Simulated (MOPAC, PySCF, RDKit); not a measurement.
Complex: CH3F (SMILES CF) (first 5 atoms) with H2Se (SMILES [SeH2]); geometry from B3LYP-D3(BJ)/def2-TZVP, rigid monomers moved along the line of their centres of mass till F2···Se6 is 3.76 Å.
(charge 0, multiplicity 1):
```xyz
8

C     -0.2437    -0.0948    -0.4001
F      0.2533    -1.2218     0.2529
H      0.4933     0.2345    -1.1332
H     -1.1765    -0.3645    -0.8961
H     -0.4196     0.6841     0.3418
Se    -0.3020    -0.3465     3.8667
H      0.2620     0.3286     5.0461
H      1.0338    -0.6200     3.3231
```

Monomers are frozen at their geometry in the pair; levels with a basis set take the counterpoise correction. Rows marked so take none. RDKit's UFF carries no charges.

Rows in 6-31G* carry no dispersion term and start afresh at each structure (6-31G* with six Cartesian d functions); the Pople sets are all-electron and without relativity. The state that AM1 reach isn't checked.

Programs: MOPAC for AM1 (differences of heats of formation); PySCF for 6-31G* rows; RDKit for the force fields. Values without a source in brackets are computed.

Question: One of these levels gives -1.61 kcal/mol for the interaction energy. Name it.
A) AM1
B) B3LYP/6-31G* (no counterpoise)
C) UFF

Answer: B, B3LYP/6-31G* (no counterpoise). The others give -0.57 (UFF), -0.15 (AM1)
